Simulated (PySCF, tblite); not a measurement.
C4H9ClO3Si.
Z-matrix (Å and degrees, GFN2-xTB geometry), rows numbered from 1:
```
C 
C   1  1.3190
C   2  1.4969  1  124.27
O   3  1.4111  2  109.28  1   132.61
Si  4  1.6190  3  129.64  2  -178.55
O   5  1.6227  4  115.54  3   -68.21
O   5  1.6203  4  105.10  3   172.69
C   5  1.9127  4  111.86  3    48.45
Cl  8  1.7861  5  111.58  4    40.22
H   1  1.0776  2  121.76  3    -0.05
H   1  1.0763  2  121.88  3   179.33
H   2  1.0809  1  121.29  3   179.29
H   3  1.0947  2  110.57  1    11.67
H   3  1.0989  2  109.83  1  -107.98
H   6  0.9544  5  120.02  4   -87.26
H   7  0.9539  5  119.29  4   -46.02
H   8  1.0872  5  111.98  4   -78.83
H   8  1.0868  5  112.26  4   159.32
```

Level of theory: PBE0/pcSseg-1 in PySCF (dipole) on a GFN2-xTB geometry, gas phase.

Masses are those of the commonest isotopes; rigid-rotor values at the optimised geometry. The values belong to one conformer with, in the numbering `[CH2:1]=[CH:2][CH2:3][O:4][Si:5]([OH:6])([OH:7])[CH2:8][Cl:9]`, C1–C2–C3–O4 133°, C2–C3–O4–Si5 -179°, C3–O4–Si5–O6 -68°, O4–Si5–O6–H -87°, O4–Si5–O7–H -46°.

What are A, B and C (GHz)?

Ia = 392.62, Ib = 631.08, Ic = 869.13 u·Å²; 505379 MHz·u·Å²/I gives 1287, 800.8 and 581.5 MHz, that is A = 1.2872, B = 0.8008, C = 0.5815 GHz.

What kind of rotor is it?

An asymmetric top: κ = (2 × 800.8 − 1287 − 581.5)/(1287 − 581.5) = -0.38.

What does the inertial defect say?

Not planar: Δ = Ic − Ia − Ib = -154.57 u·Å². For a rigid frame Δ = −2 Σ m c², so Σ m c² = 77.29 u·Å² lies off the ab plane: 13.10 from hydrogen and 64.19 from heavier atoms. The atom farthest from that plane is 2.26 Å away.

Give the coordinates in the principal-axis frame, origin at the centre of mass.

The sense of each axis is arbitrary; atoms in the order of the calculation.
```tsv
atom	mass (u)	a (Å)	b (Å)	c (Å)
C1	12.000	3.945	-0.312	0.125
C2	12.000	2.983	0.591	0.105
C3	12.000	1.673	0.411	-0.595
O4	15.995	0.626	0.787	0.273
Si5	27.977	-0.975	0.758	0.033
O6	15.995	-1.538	1.817	-1.060
O7	15.995	-1.624	1.125	1.472
C8	12.000	-1.558	-0.918	-0.679
Cl9	34.969	-0.705	-2.289	0.084
H10	1.008	3.842	-1.261	-0.375
H11	1.008	4.878	-0.137	0.633
H12	1.008	3.090	1.536	0.620
H13	1.008	1.542	-0.631	-0.904
H14	1.008	1.638	1.047	-1.491
H15	1.008	-1.767	2.704	-0.792
H16	1.008	-1.293	0.696	2.257
H17	1.008	-1.367	-0.995	-1.746
H18	1.008	-2.619	-1.090	-0.512
```

List the rotational levels J(Ka,Kc) to J = 4 (MHz).

Above 0(0,0):
J = 1: 1(0,1) 1382, 1(1,1) 1869, 1(1,0) 2088
J = 2: 2(0,2) 4088, 2(1,2) 4414, 2(1,1) 5072, 2(2,1) 6531, 2(2,0) 6590
J = 3: 3(0,3) 8022, 3(1,3) 8199, 3(1,2) 9504, 3(2,2) 10678, 3(2,1) 10950, 3(3,1) 13691, 3(3,0) 13702
J = 4: 4(0,4) 13115, 4(1,4) 13196, 4(1,3) 15320, 4(2,3) 16160, 4(2,2) 16867, 4(3,2) 19314, 4(3,1) 19383, 4(4,1) 23406, 4(4,0) 23408

Which types of transition are allowed, and where do some lines up to J = 3 fall?

The dipole components are |μa| = 0.24 D, |μb| = 1.30 D, |μc| = 0.29 D. The squared components, which scale the intensities, stand as 0.03 : 1.00 : 0.05 (a : b : c). Some lines, for components of 0.1 D or more:

```json
{"type": "c", "branch": "Q", "J(Ka,Kc)": "2(1,2) ← 2(0,2)", "MHz": "326", "lower level (cm⁻¹)": "0.136"}
{"type": "b", "branch": "Q", "J(Ka,Kc)": "1(1,0) ← 1(0,1)", "MHz": "706", "lower level (cm⁻¹)": "0.046"}
{"type": "b", "branch": "Q", "J(Ka,Kc)": "2(1,1) ← 2(0,2)", "MHz": "984", "lower level (cm⁻¹)": "0.136"}
{"type": "c", "branch": "Q", "J(Ka,Kc)": "3(2,2) ← 3(1,2)", "MHz": "1174", "lower level (cm⁻¹)": "0.317"}
{"type": "a", "branch": "Q", "J(Ka,Kc)": "3(1,2) ← 3(1,3)", "MHz": "1306", "lower level (cm⁻¹)": "0.273"}
{"type": "a", "branch": "R", "J(Ka,Kc)": "1(0,1) ← 0(0,0)", "MHz": "1382", "lower level (cm⁻¹)": "0.000"}
{"type": "b", "branch": "Q", "J(Ka,Kc)": "3(2,1) ← 3(1,2)", "MHz": "1445", "lower level (cm⁻¹)": "0.317"}
{"type": "c", "branch": "Q", "J(Ka,Kc)": "2(2,1) ← 2(1,1)", "MHz": "1459", "lower level (cm⁻¹)": "0.169"}
{"type": "a", "branch": "R", "J(Ka,Kc)": "2(1,2) ← 1(1,1)", "MHz": "2545", "lower level (cm⁻¹)": "0.062"}
{"type": "c", "branch": "Q", "J(Ka,Kc)": "3(3,1) ← 3(2,1)", "MHz": "2742", "lower level (cm⁻¹)": "0.365"}
{"type": "b", "branch": "R", "J(Ka,Kc)": "3(0,3) ← 2(1,2)", "MHz": "3608", "lower level (cm⁻¹)": "0.147"}
{"type": "a", "branch": "R", "J(Ka,Kc)": "3(2,2) ← 2(2,1)", "MHz": "4147", "lower level (cm⁻¹)": "0.218"}
{"type": "a", "branch": "R", "J(Ka,Kc)": "3(2,1) ← 2(2,0)", "MHz": "4360", "lower level (cm⁻¹)": "0.220"}
{"type": "b", "branch": "R", "J(Ka,Kc)": "3(2,2) ← 2(1,1)", "MHz": "5606", "lower level (cm⁻¹)": "0.169"}
{"type": "c", "branch": "R", "J(Ka,Kc)": "3(2,1) ← 2(1,1)", "MHz": "5878", "lower level (cm⁻¹)": "0.169"}
{"type": "c", "branch": "R", "J(Ka,Kc)": "3(2,2) ← 2(1,2)", "MHz": "6264", "lower level (cm⁻¹)": "0.147"}
{"type": "b", "branch": "R", "J(Ka,Kc)": "3(2,1) ← 2(1,2)", "MHz": "6536", "lower level (cm⁻¹)": "0.147"}
```

Its GFN2-xTB frequencies are all real (lowest 17 cm⁻¹). Constants of a rigid frame at the computed geometry: no zero-point averaging, no centrifugal distortion. Quadrupole hyperfine structure (35Cl) is left out.
